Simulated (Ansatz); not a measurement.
## Telling isomers of BH6OPSi apart by their spectra

These gas-phase data were calculated for one isomer of BH6OPSi at PBE0-D3(BJ)/def2-SVP (harmonic, unscaled wavenumbers; equilibrium rotational constants with average atomic masses):

| Property | Result |
| --- | --- |
| rotational constants | 7.467, 2.745, 2.091 GHz |
| all wavenumbers above 1500 cm⁻¹ | 2643, 2533, 2417, 2394, 2261, 2249 |

Candidates:

(1) `BO[SiH2]P`, a singlet
(2) `[SiH3]OBP`, a singlet

Problem. Which candidate do the data belong to?

Solution. Candidate (1). 2 modes lie between 2000 and 2380 cm⁻¹, one for each Si–H bond, while (2) has 3.

The same quantities for all candidates:

```
     rotational constants (GHz)         wavenumbers above 1500 cm⁻¹  E above the lowest, PBE0-D3(BJ)/def2-SVP (kcal/mol)
(1)         7.467, 2.745, 2.091  2643, 2533, 2417, 2394, 2261, 2249                                                  0.0
(2)           10.1, 2.15, 1.832  2596, 2448, 2413, 2284, 2257, 2247                                                  0.4
```

Harmonic stretches to hydrogen usually lie a few per cent above observed fundamentals. Each candidate is one conformer. Programs: Ansatz 0.2.0.
